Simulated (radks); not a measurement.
Results of a calculation; reference values are marked as such.
Ionisation of the technetium ion Tc3+, [Kr] 4d4, to [Kr] 4d3 as the strength of local exchange is varied. Level of theory: scalar-relativistic Kohn-Sham, Slater X-alpha exchange (alpha = 2/3 is LDA exchange), no correlation, spin-polarised, spherical densities, finite nucleus; open shells are filled with parallel spins first (spin-orbit coupling, left out, can overturn this in heavy ions); Fermi nuclear charge, rms radius 4.4112 fm (a radial shooting solver on a logarithmic mesh with Libxc functionals).

| alpha | E(Tc3+) (hartree) | exchange (hartree) | IE (eV) | -e of the level emptied (eV) | <r> of it (bohr) |
|---|---|---|---|---|---|
| 0.582 | -4260.40773 | -103.70190 | 40.200 | 33.554 (4d) | 1.556 |
| 0.667 | -4275.60415 | -119.24646 | 42.075 | 35.329 (4d) | 1.526 |
| 0.798 | -4299.12430 | -143.40175 | 45.067 | 38.173 (4d) | 1.482 |
| 0.808 | -4300.92470 | -145.25554 | 45.300 | 38.395 (4d) | 1.479 |
| 0.812 | -4301.64506 | -145.99745 | 45.394 | 38.484 (4d) | 1.478 |

NIST Atomic Spectra Database: 41 +/- 1.7 eV (theoretical). The Delta-SCF value meets it near alpha = 0.62. Open shells are spherical and high-spin; term and fine-structure splittings are not resolved.
